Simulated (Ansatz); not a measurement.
# Which method gave which barrier?

Saddle point of Si2AsH9, closed shell (Si₂H₆ ([SiH3][SiH3]) + AsH₃ → Si₂AsH₇ ([SiH3][SiH2][AsH2]) + H₂; bonds formed: Si1–As7, H2–H6; bonds broken: Si1–H2, H6–As7), PBE0-D4/def2-TZVP structure:

```xyz
12
angstrom
Si -0.6936 -0.3768 0.3109
H 1.0609 -0.1897 0.5884
H -1.6900 -0.8066 -0.7136
H -1.0391 -1.0289 1.6012
Si -0.8920 1.9560 0.4299
H 1.8402 -0.8942 0.4538
As 1.1706 -2.0403 -0.6595
H -0.1249 2.4644 1.6002
H -2.3070 2.4072 0.5445
H -0.3105 2.5551 -0.8029
H 1.4350 -0.9136 -1.6420
H 1.5505 -3.1328 -1.7109
```

Program: Ansatz 0.2.0. Basis: def2-TZVPP, with def2-QZVPP for the basis limit. Cores are frozen in the correlated methods. Filled d shells of the heavier atoms are correlated. The def2 sets are not built for correlating such inner shells, so the correlated values are less sure here. B3LYP uses VWN-RPA correlation. Extrapolation: Hartree–Fock as exp(−7.88 √X), correlation as X^−2.97. Four methods, as single points on the PBE0-D4 structures, gave these electronic barriers from the start structure: 196.5, 240.9, 259.1, 355.5 kJ/mol.

Problem. The methods were, in alphabetical order, B3LYP-D4, CCSD(T), HF, PBE-D4. Which gave which? (Judge from chemistry; the calculation decides.)

Solution. The calculation gives: PBE-D4 196.5; B3LYP-D4 240.9; CCSD(T) 259.1; HF 355.5 kJ/mol. For comparison, CCSD(T) at an estimated basis limit (MP2 extrapolated from triple and quadruple zeta, plus CCSD(T) − MP2 in triple zeta) gives 251.1 kJ/mol.

No T1 diagnostic of these runs exceeds 0.013.

Labels in which every atom is bracketed show which atoms are joined, not bond orders.

For scale, one of the runs: CCSD(T)/def2-TZVPP, 258 basis functions, launched by `ansatz run in.yaml --threads 8 --pin off --events-out ev --progress --plain --max-ram 19148MiB`. The run took 96 s on 8 CPU threads of an Arm Neoverse V1 (shared host), with 5.4 GiB of host memory at its peak.
